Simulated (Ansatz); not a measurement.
Computed with Ansatz on PBE0-D4/def2-TZVP structures; ΔE is electronic, products minus reactants. CCSD(T)/CBS adds triple-zeta CCSD(T) − MP2 to the extrapolated MP2 energy (def2 sets, frozen cores). This one scheme is used for every species. DFT in def2-TZVPP. B3LYP here is the variant with VWN-RPA as its local correlation; programs differ in this. For Ge outer-core shells are correlated without core-valence functions, which leaves a few kJ/mol of doubt a bond. Scalar relativity is left out up to krypton. Each species was taken in one conformer, which may not be the lowest.

`[CH3][GeH]([NH2])[Cl]` + BH₃ → `[BH2][GeH]([CH3])[NH2]` + HCl  (formal exchange of groups at a Ge–Cl bond)

| level | ΔE (kcal/mol) |
| --- | --- |
| BLYP | 26.2 |
| B3LYP | 27.2 |
| HF/def2-TZVPP | 32.0 |
| CCSD/CBS(def2) | 26.2 |

Problem. What does CCSD(T)/CBS give? (An estimate is asked.)

Solution. The calculation gave: +26.0 kcal/mol. The listed levels differ from it by 0.2, 1.2, 6.0, 0.2 kcal/mol.

Problem. What do rigid-rotor, harmonic-oscillator terms from PBE0-D4/def2-TZVP frequencies (298.15 K, 1 bar) make of the CCSD(T)/CBS value? (Best estimate.)

Solution. Ansatz gave: ΔZPE = -0.9 kcal/mol, ΔH = +25.3 kcal/mol, ΔS = 11 J/(mol·K), ΔG = +24.5 kcal/mol.

Largest T1 diagnostic among the species: 0.011.

In def2-TZVPP, CCSD(T) changes the Hartree–Fock value by −6.1 kcal/mol (the triples alone add −0.3 kcal/mol) and MP2 by −4.0 kcal/mol. Leaving LDA and LC-ωPBE aside and taking each functional with its dispersion term where it has one, the values, not all of them listed here, spread over 4.7 kcal/mol, from PBE-D4 to BHLYP-D4. LDA lies −1.4 kcal/mol from PBE without D4. From PBE to PBE0 (25 % exact exchange), in def2-TZVPP and without D4, ΔE moves by +1.4 kcal/mol.
